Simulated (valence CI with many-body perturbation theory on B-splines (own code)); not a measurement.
**E1 line list for I⁴⁷⁺**

Calculated by relativistic CI+MBPT: four valence electrons over a frozen Dirac-Fock core [He], radial functions for each j: 11 s, 11 p, 9 d, 7 f, 5 g, 2 h, 1 i, with the one-electron correlation potential Σ1, the two-electron term Σ2, the three-electron term Σ3, Breit, model QED; selected CI, second order for the rest (own B-spline code, finite nucleus).

The last digits are not significant, and no measured levels were compared; by estimate large intervals hold to a few tenths of a per cent, small ones and those within an open d or f shell to about a per cent. Among the levels kept, up to 260 cm⁻¹ of a level comes from second order outside the variational space, and about a tenth of that is noise between levels of different J, which matters for small intervals.

Lines 1 to 50 of 267 in falling wavelength, among levels below 5595.0 eV, chosen from the strongest by gf and those to the six lowest levels. Wavelengths and rates use the calculated energies. Electric multipoles are in the length gauge, E1 and E2 with the static RPA response of the core. Weak lines are less certain than strong ones. Lines between different terms over intervals too small for the method are left out, as are lines whose strength nearly cancels. The highest levels of a list are the least certain.

Levels are named by their leading jj configuration (3d3/2^4 stands for four electrons in 3d with j = 3/2), which in mixed levels can hold well under half, so a name can repeat and another be missing. Letters in brackets count levels of one name in rising energy.

| λ vac (Å) | Upper | Lower | A (s⁻¹) | log gf | Branch % |
| --- | --- | --- | --- | --- | --- |
| 172.9 | (2s^2 2p3/2 3d5/2) J=4 | (2s^2 2p3/2 3p3/2) J=3 | 2.95e+09 | -0.92 | 12.7 |
| 162.4 | (2s 2p1/2 2p3/2 3d5/2) J=4 [a] | (2s 2p1/2 2p3/2 3p3/2) J=3 [a] | 7.16e+09 | -0.59 | 0.1 |
| 160.7 | (2s 2p1/2 2p3/2 3d5/2) J=5 | (2s 2p1/2 2p3/2 3p3/2) J=4 | 8.38e+09 | -0.45 | 53.6 |
| 156.3 | (2s 2p1/2^2 3d5/2) J=3 | (2s 2p1/2^2 3p3/2) J=2 | 8.20e+09 | -0.68 | 0.0 |
| 151.4 | (2s 2p1/2 2p3/2 3d5/2) J=4 [c] | (2s 2p1/2 2p3/2 3p3/2) J=3 [c] | 9.70e+09 | -0.52 | 0.0 |
| 148.9 | (2s 2p1/2 2p3/2 3d5/2) J=4 [b] | (2s 2p1/2 2p3/2 3p3/2) J=3 [b] | 8.54e+09 | -0.59 | 0.0 |
| 147.4 | (2s^2 2p1/2 3d5/2) J=3 | (2s^2 2p1/2 3p3/2) J=2 | 1.00e+10 | -0.64 | 0.0 |
| 145.8 | (2s 2p1/2 2p3/2 3d5/2) J=3 [c] | (2s 2p1/2 2p3/2 3p3/2) J=2 [c] | 8.71e+09 | -0.71 | 0.0 |
| 141.4 | (2s 2p1/2 2p3/2 3d5/2) J=3 [a] | (2s 2p1/2 2p3/2 3p3/2) J=2 [a] | 7.54e+09 | -0.80 | 0.0 |
| 141.2 | (2s 2p1/2 2p3/2 3d5/2) J=2 [a] | (2s 2p1/2 2p3/2 3p3/2) J=1 [a] | 7.28e+09 | -0.96 | 0.0 |
| 139.3 | (2s 2p1/2 2p3/2 3d5/2) J=3 [b] | (2s 2p1/2 2p3/2 3p3/2) J=2 [b] | 6.82e+09 | -0.86 | 0.0 |
| 139.0 | (2s 2p1/2^2 3d5/2) J=2 | (2s 2p1/2^2 3p3/2) J=1 | 1.11e+10 | -0.79 | 0.0 |
| 131.6 | (2s^2 2p3/2 3d5/2) J=4 | (2s 2p1/2 2p3/2 3s) J=3 | 6.83e+09 | -0.80 | 29.3 |
| 131.3 | (2s^2 2p1/2 3d5/2) J=2 | (2s^2 2p1/2 3p3/2) J=1 | 8.36e+09 | -0.97 | 0.0 |
| 94.63 | (2s 2p1/2 2p3/2 3d3/2) J=3 [b] | (2s 2p1/2 2p3/2 3p1/2) J=2 [b] | 1.12e+10 | -0.98 | 0.0 |
| 92.74 | (2s 2p1/2 2p3/2 3d3/2) J=4 | (2s^2 2p3/2 3d3/2) J=3 | 1.16e+10 | -0.87 | 2.4 |
| 89.70 | (2s 2p1/2 2p3/2 3p3/2) J=4 | (2s^2 2p3/2 3p3/2) J=3 | 4.48e+10 | -0.31 | 11.6 |
| 89.68 | (2s 2p1/2 2p3/2 3d3/2) J=2 [b] | (2s 2p1/2 2p3/2 3p1/2) J=2 [b] | 2.23e+10 | -0.87 | 0.0 |
| 88.73 | (2s 2p1/2 2p3/2 3p3/2) J=1 [a] | (2s 2p1/2 2p3/2 3s) J=1 [a] | 3.32e+10 | -0.93 | 0.0 |
| 88.38 | (2s 2p1/2 2p3/2 3p3/2) J=3 [b] | (2s^2 2p3/2 3p3/2) J=2 | 2.37e+10 | -0.71 | 0.0 |
| 87.87 | (2s 2p1/2^2 3d3/2) J=2 | (2s^2 2p1/2 3d3/2) J=1 | 2.75e+10 | -0.80 | 0.0 |
| 87.66 | (2s 2p1/2^2 3p3/2) J=1 | (2s 2p1/2^2 3s) J=0 | 3.91e+10 | -0.87 | 0.0 |
| 87.52 | (2s 2p1/2 2p3/2 3d3/2) J=1 [b] | (2s 2p1/2 2p3/2 3p1/2) J=2 [b] | 3.01e+10 | -0.98 | 0.0 |
| 87.16 | (2s 2p1/2 2p3/2 3p3/2) J=2 [c] | (2s 2p1/2 2p3/2 3s) J=1 [c] | 2.19e+10 | -0.90 | 0.0 |
| 86.87 | (2s 2p1/2 2p3/2 3d3/2) J=2 [a] | (2s 2p1/2 2p3/2 3p1/2) J=2 [a] | 1.98e+10 | -0.95 | 0.0 |
| 86.51 | (2s^2 2p3/2 3p3/2) J=1 | (2s^2 2p3/2 3s) J=1 | 3.85e+10 | -0.89 | 0.7 |
| 84.81 | (2s^2 2p3/2 3d3/2) J=2 | (2s^2 2p3/2 3p1/2) J=1 | 1.96e+10 | -0.98 | 0.0 |
| 84.71 | (2s 2p1/2 2p3/2 3p3/2) J=3 [c] | (2s 2p1/2 2p3/2 3s) J=2 [c] | 6.45e+10 | -0.31 | 0.1 |
| 84.54 | (2s 2p1/2 2p3/2 3p3/2) J=2 [b] | (2s 2p1/2 2p3/2 3s) J=2 [b] | 3.86e+10 | -0.68 | 0.0 |
| 83.75 | (2s 2p1/2^2 3p3/2) J=2 | (2s 2p1/2^2 3s) J=1 | 5.33e+10 | -0.55 | 0.4 |
| 83.07 | (2s 2p1/2 2p3/2 3d3/2) J=3 [a] | (2s 2p1/2 2p3/2 3p1/2) J=2 [a] | 3.95e+10 | -0.54 | 0.0 |
| 83.06 | (2s 2p1/2 2p3/2 3d3/2) J=3 [c] | (2s 2p1/2 2p3/2 3p1/2) J=2 [c] | 4.69e+10 | -0.47 | 0.1 |
| 82.59 | (2s 2p1/2 2p3/2 3p3/2) J=2 [a] | (2s 2p1/2 2p3/2 3s) J=1 [a] | 3.22e+10 | -0.78 | 0.0 |
| 82.04 | (2s 2p1/2 2p3/2 3d3/2) J=2 [a] | (2s 2p1/2 2p3/2 3p1/2) J=1 [a] | 2.47e+10 | -0.90 | 0.0 |
| 81.99 | (2s^2 2p1/2 3d3/2) J=2 | (2s^2 2p1/2 3p1/2) J=1 | 4.76e+10 | -0.62 | 0.1 |
| 81.48 | (2s 2p1/2 2p3/2 3d3/2) J=1 [a] | (2s 2p1/2 2p3/2 3p1/2) J=1 [a] | 4.09e+10 | -0.91 | 0.0 |
| 81.44 | (2s 2p1/2 2p3/2 3d3/2) J=4 | (2s 2p1/2 2p3/2 3p1/2) J=3 | 2.79e+10 | -0.60 | 5.8 |
| 81.42 | (2s 2p1/2 2p3/2 3p3/2) J=3 [a] | (2s 2p1/2 2p3/2 3s) J=2 [a] | 7.20e+10 | -0.30 | 0.4 |
| 81.41 | (2s^2 2p3/2 3d3/2) J=3 | (2s^2 2p3/2 3p1/2) J=2 | 5.08e+10 | -0.45 | 0.0 |
| 80.06 | (2s^2 2p3/2 3d3/2) J=1 | (2s^2 2p3/2 3p1/2) J=1 | 3.63e+10 | -0.98 | 0.0 |
| 79.71 | (2s 2p1/2 2p3/2 3d3/2) J=3 [b] | (2s 2p1/2 2p3/2 3p1/2) J=3 | 2.15e+10 | -0.84 | 0.0 |
| 79.55 | (2s 2p1/2 2p3/2 3p3/2) J=2 [d] | (2s 2p1/2 2p3/2 3s) J=2 [c] | 2.13e+10 | -1.00 | 0.0 |
| 78.86 | (2s 2p1/2 2p3/2 3d3/2) J=2 [c] | (2s 2p1/2 2p3/2 3p1/2) J=1 [b] | 2.56e+10 | -0.92 | 0.0 |
| 78.48 | (2s^2 2p3/2 3p3/2) J=3 | (2s^2 2p3/2 3s) J=2 | 6.68e+10 | -0.36 | 0.4 |
| 78.41 | (2s 2p1/2 2p3/2 3p3/2) J=2 [d] | (2s 2p1/2 2p3/2 3s) J=1 [c] | 4.42e+10 | -0.69 | 0.1 |
| 78.26 | (2s^2 2p1/2 3p3/2) J=2 | (2s^2 2p1/2 3s) J=1 | 8.39e+10 | -0.41 | 8.6 |
| 77.16 | (2s 2p1/2 2p3/2 3p3/2) J=4 | (2s 2p1/2 2p3/2 3s) J=3 | 2.91e+10 | -0.63 | 7.5 |
| 76.66 | (2s 2p1/2 2p3/2 3p3/2) J=2 [d] | (2s 2p1/2 2p3/2 3s) J=1 [b] | 2.40e+10 | -0.98 | 0.0 |
| 75.02 | (2s 2p1/2^2 2p3/2) J=2 | (2s^2 2p1/2 2p3/2) J=2 | 4.88e+09 | -1.69 | 36.9 |
| 73.77 | (2s 2p1/2 2p3/2 3p3/2) J=1 [d] | (2s 2p1/2 2p3/2 3s) J=1 [b] | 5.91e+10 | -0.84 | 0.9 |

Problem. How does gf follow from A for the line at 81.99 Å?

Solution. gf = 1.4992 × (2J+1)_upper × A / σ², with σ = 1219731 cm⁻¹ and 2J+1 = 5: gf = 0.240.
